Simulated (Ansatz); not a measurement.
A structure relaxed at PBE0-D4/def2-TZVP, charge 0, multiplicity 1:

```xyz
9

N    -0.306   -0.059    1.576
Ga    0.168    0.031   -0.177
N    -0.867   -0.714   -1.469
S     2.116    0.872   -0.772
H     0.147    0.518    2.265
H    -1.250   -0.275    1.850
H    -0.665   -0.574   -2.444
H    -1.840   -0.918   -1.321
H     2.497    1.118    0.492
```

Problem. Give its formula and SMILES.

Solution. GaH5N2S, `[NH2][Ga]([NH2])[SH]`.

Problem. Summarise the bond lengths by kind.

Solution. 2 × Ga–N 1.815 to 1.818 Å; 4 × H–N 1.006 to 1.007 Å; 1 × Ga–S 2.204 Å; 1 × H–S 1.343 Å.

All numbers were calculated with Ansatz.
